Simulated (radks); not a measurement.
Results of a calculation; reference values are marked as such.
Valence configurations of Ar III (all share [Ne]). Code: a radial shooting solver on a logarithmic mesh with Libxc functionals. Model: non-relativistic Kohn-Sham, PBE, spin-unpolarised, spherical densities, point nucleus. Energies are relative to 3s2 3p4; eigenvalues in eV.

valence,E (eV),e(3p),e(3s)
3s2 3p4,0.000,-35.428,-50.283
3s1.5 3p4.5,7.434,-35.685,-50.565
3s1 3p5,14.881,-35.937,-50.842
3s0.5 3p5.5,22.339,-36.185,-51.113
3p6,29.809,-36.429,-

NIST lists [Ne] 3s2 3p4 as the ground configuration; this level of theory agrees among the configurations tried. The energies are those of spherical spin-averaged densities, not of single terms.
